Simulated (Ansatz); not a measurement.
CoSi6. Charge 0, multiplicity 4. Geometry r2SCAN-D4/def2-SVP; atoms count from 1.

```xyz
7

Co    0.214   -1.157    1.598
Si    0.567    0.205   -2.001
Si   -1.176   -0.465   -0.375
Si    0.784   -1.860   -0.588
Si   -0.562    1.918   -0.610
Si   -1.000    0.871    1.631
Si    1.172    0.487    0.345
```

The structure comes from a short search, and lower isomers may exist.

(1) Estimate the Mulliken populations from the PBE0/def2-TZVP orbitals of Ansatz.

(2) Where does the spin sit?

(3) And the Mayer bond orders between bonded heavy atoms (over 0.3)?

Results:

(1) 
```tsv
atom	charge (e)	spin (α − β)	d electrons
Co1	0.23	2.19	7.76
Si2	-0.01	0.08	–
Si3	0.01	-0.04	–
Si4	-0.10	0.32	–
Si5	-0.01	0.08	–
Si6	-0.10	0.32	–
Si7	-0.02	0.05	–
```
Mulliken values and Mayer orders depend strongly on the basis.

(2) Summed by element: Co 2.19, Si 0.81, of 3 unpaired in all. Largest on single atoms: Co1 2.19, Si6 0.32, Si4 0.32.

(3) Co1–Si3 0.38 (2.51 Å); Co1–Si4 0.66 (2.37 Å); Co1–Si6 0.67 (2.36 Å); Co1–Si7 0.61 (2.28 Å); Si2–Si3 0.61 (2.48 Å); Si2–Si4 0.66 (2.51 Å); Si2–Si5 0.67 (2.48 Å); Si2–Si7 0.66 (2.44 Å); Si3–Si4 0.72 (2.42 Å); Si3–Si5 0.62 (2.47 Å); Si3–Si6 0.71 (2.42 Å); Si3–Si7 0.53 (2.63 Å); Si4–Si7 0.56 (2.56 Å); Si5–Si6 0.66 (2.51 Å); Si5–Si7 0.65 (2.44 Å); Si6–Si7 0.56 (2.55 Å).
